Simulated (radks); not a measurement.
Problem. The tin ion Sn3+, [Kr] 4d10 5s1. Calculated with a radial shooting solver on a logarithmic mesh with Libxc functionals: non-relativistic Kohn-Sham, exchange-only LDA, spin-polarised, spherical densities, point nucleus. Every spin shell is full or empty, so the densities are truly spherical. Functionals are evaluated on that one density, not self-consistently. Rank these exchange functionals by their error against the exact value of the orbitals, and give that value: LDA, B88, PBE, PBEsol, revPBE, WC, B86b, revTPSS, r2SCAN, Tao-Mo, TASK, MVS.

Solution. Exact: -157.894 hartree. From best to worst, with 100 (|E| - |E exact|)/|E exact| (equal figures are ties): B86b -0.01, B88 +0.02, MVS +0.07, r2SCAN -0.10, revPBE -0.29, PBE -0.44, Tao-Mo -0.81, WC -0.87, revTPSS -0.92, TASK -2.22, PBEsol -2.27, LDA -4.87.
